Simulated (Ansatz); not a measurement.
Basis-set extrapolation for CH7BClNSi (`C[SiH2]B(N)Cl`) (PBE0-D4/def2-TZVP geometry, frozen core, Ansatz). Multiplicity 1, RHF reference.

```csv
,def2-TZVPP,def2-QZVPP
HF,-869.678365,-869.705594
MP2 correlation,-0.805311,-0.866955
CCSD(T) correlation,-0.900416,not run
```

Energies in hartree. Use E(X) = E(∞) + A·exp(−7.88·√X) for Hartree–Fock and E(X) = E(∞) + B·X^(−2.97) for correlation, with X = 3 and 4, and add CCSD(T) minus MP2 of the smaller set to the MP2 limit.

Q: What is the CCSD(T) energy at the basis-set limit?

A: HF limit: -869.705594 + (-0.027229) × 0.13774 = -869.70934. MP2 limit: -0.866955 + (-0.061644) × 0.74074 = -0.91262. Higher-order term: -0.900416 − (-0.805311) = -0.09510. Total: -870.71706 hartree, 363.1 kJ/mol below CCSD(T)/def2-TZVPP.
